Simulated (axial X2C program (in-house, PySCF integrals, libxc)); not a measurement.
# Bond lengths and stretching modes, held linear, of SeNC⁺

Calculated with an axial X2C code built on PySCF integrals: two-component X2C with atomic mean-field Coulomb and Gaunt terms, Gaussian nuclei, basis Se dyall-v3z, N dyall-av3z, C dyall-v3z with contracted cores. Spin-free rows use the one-electron spin-free X2C Hamiltonian.

Masses Se 79.917, N 14.003, C 12.000 u. States: 2c Ω = 1 (beyond evenly filled blocks: ω = -1/2, ω = 3/2); spin-free M_S = 1, Λ = 0 (beyond evenly filled blocks: π+α, π-α).

HF, spin-free: energies above the lowest point

```
r(Se–N) (Å)  r(N–C) (Å)  E (meV)
     1.6565      1.1797    23.27
     1.6565      1.2100    56.53
     1.6565      1.2402   167.05
     1.6990      1.1797     0.00
     1.6990      1.2100    39.55
     1.6990      1.2402   156.34
     1.6990      1.2705   336.56
     1.7415      1.1797    46.14
     1.7415      1.2100    91.37
     1.7415      1.2402   213.80
     1.7840      1.2100   198.08
     1.7840      1.2705   516.54
```

Question: Fit a quadratic surface with cubic terms in each bond: where is the minimum, and what are the two stretching wavenumbers?

Answer: At HF, spin-free: bonds 1.690 and 1.181 Å; harmonic stretches 720.4 and 2093.6 cm⁻¹; force constants 6.34, 15.9 and coupling 0.70 mdyn/Å.

The other levels and Hamiltonians give:

| Hamiltonian | level | r(Se–N) (Å) | r(N–C) (Å) | lower stretch (cm⁻¹) | upper stretch (cm⁻¹) |
| --- | --- | --- | --- | --- | --- |
| 2c | PBE0 | 1.703 | 1.209 | 668.7 | 1919.3 |
| 2c | HF | 1.690 | 1.181 | 719.7 | 2093.5 |
| 2c | r2SCAN | 1.708 | 1.216 | 647.6 | 1859.4 |
| 2c | MP2 | 1.721 | 1.213 | 650.6 | 1937.2 |
| spin-free | PBE0 | 1.702 | 1.209 | 669.7 | 1919.7 |
| spin-free | r2SCAN | 1.708 | 1.216 | 648.6 | 1860.0 |
| spin-free | MP2 | 1.721 | 1.213 | 651.3 | 1937.3 |

Each state is one determinant, the lowest of a limited PBE0 search; the stretches come from a fit to these few points and carry an uncertainty of a few per cent. Other orders of the atoms were not compared. MP2 freezes inner shells (threshold -2 hartree). The molecule was held linear; bending was not examined, so a bent shape may lie lower. Open-shell Ω = 0 determinants with evenly filled partner blocks cannot be reached by this program, so the Ω shown need not be the lowest component. Note: several unpaired electrons, one determinant need not be a pure state.
